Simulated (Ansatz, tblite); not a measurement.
Removing and adding an electron: [Ni(NH3)(H2O)5]2+ (NiNO₅H₁₃²⁺). Total charge 2; triplet. Geometry: r2SCAN-D4/def2-SVP. Ansatz, gas phase; energy differences of separate SCF runs; the oxidised species was run as a quartet alone; the reduced species was run as a doublet alone.

```csv
atom,x (Å),y (Å),z (Å)
Ni1,0.0046,-0.0050,-0.0050
N2,-0.5657,0.7309,1.8386
H3,0.1269,0.6027,2.5842
H4,-1.4224,0.2970,2.1994
H5,-0.7504,1.7400,1.8411
O6,0.5805,-0.7220,-1.8692
H7,0.2453,-1.5128,-2.3204
H8,1.2467,-0.3187,-2.4481
O9,1.3862,1.4912,-0.3610
H10,2.2724,1.5317,0.0323
H11,1.1811,2.3880,-0.6696
O12,-1.2876,-1.6196,0.0585
H13,-1.1332,-2.4619,0.5146
H14,-2.2262,-1.6060,-0.1861
O15,-1.4287,1.0837,-1.0254
H16,-2.1476,1.6695,-0.7411
H17,-1.4841,1.0325,-1.9929
O18,1.5258,-1.1844,0.7532
H19,2.0703,-1.7115,0.1469
H20,1.8061,-1.4253,1.6500
```

The xTB rows come from tblite. HSE06 is defined as in plane-wave codes, on full-range PBE exchange. Correlated methods freeze 11 core orbitals; core or outer-core shells of Ni are correlated, in sets that lack core-valence functions. HOMO above LUMO, or a gap near zero within one spin, warns that the state may not be the lowest or that an electron is smeared out.

```json
{"level": "GFN2-xTB", "−HOMO (eV)": "–", "vertical IE (eV)": "21.97", "−LUMO (eV)": "–", "vertical EA (eV)": "14.66", "HOMO–LUMO gap (eV)": "–", "IE − EA (eV)": "7.30", "remarks": "–"}
{"level": "PBE-D4/def2-TZVP", "−HOMO (eV)": "14.21", "vertical IE (eV)": "17.85", "−LUMO (eV)": "12.22", "vertical EA (eV)": "8.17", "HOMO–LUMO gap (eV)": "1.99", "IE − EA (eV)": "9.68", "remarks": "gap within one spin near zero (+1 doublet), gap within one spin near zero (+3 quartet), lower spin may lie lower (+3 quartet), spin-contaminated (⟨S²⟩ 0.87) (+1 doublet)"}
{"level": "B97M-V/def2-TZVP", "−HOMO (eV)": "15.16", "vertical IE (eV)": "18.47", "−LUMO (eV)": "11.10", "vertical EA (eV)": "–", "HOMO–LUMO gap (eV)": "4.06", "IE − EA (eV)": "–", "remarks": "–"}
{"level": "HSE06-D4/def2-TZVP", "−HOMO (eV)": "16.56", "vertical IE (eV)": "18.84", "−LUMO (eV)": "9.99", "vertical EA (eV)": "7.48", "HOMO–LUMO gap (eV)": "6.57", "IE − EA (eV)": "11.36", "remarks": "–"}
```

Question: Estimate the rows for GFN1-xTB, r2SCAN-D4/def2-TZVP, PBE0-D4/def2-TZVP, B2PLYP/def2-TZVP.

Answer: 
| level | −HOMO (eV) | vertical IE (eV) | −LUMO (eV) | vertical EA (eV) | HOMO–LUMO gap (eV) | IE − EA (eV) | remarks |
| --- | --- | --- | --- | --- | --- | --- | --- |
| GFN1-xTB | – | 23.65 | – | 15.05 | – | 8.60 | – |
| r2SCAN-D4/def2-TZVP | 14.87 | 18.30 | 11.25 | 7.48 | 3.62 | 10.82 | spin-contaminated (⟨S²⟩ 0.91) (+1 doublet) |
| PBE0-D4/def2-TZVP | 16.98 | 18.86 | 9.59 | 7.48 | 7.39 | 11.38 | – |
| B2PLYP/def2-TZVP | – | 19.13 | – | 7.69 | – | 11.45 | – |

Run but left out: B97M-V/def2-TZVP (charge +1 doublet: ⟨S²⟩ 1.15, where a pure state has 0.75). At PBE0-D4/def2-TZVP the highest occupied level of the triplet has α spin (-16.73 eV), and emptying it gives a doublet, which wasn't run; the ionisation energy to the quartet shown is then probably not the lowest one.  HOMO and LUMO are the levels of the spin that leaves or enters (xTB has no such levels and no spin-polarisation term). Other spin states of the ions may lie lower, which would lower the ionisation energy or raise the affinity. Raw xTB energy differences between charge states are shifted by several eV; the methods need an empirical correction for them.
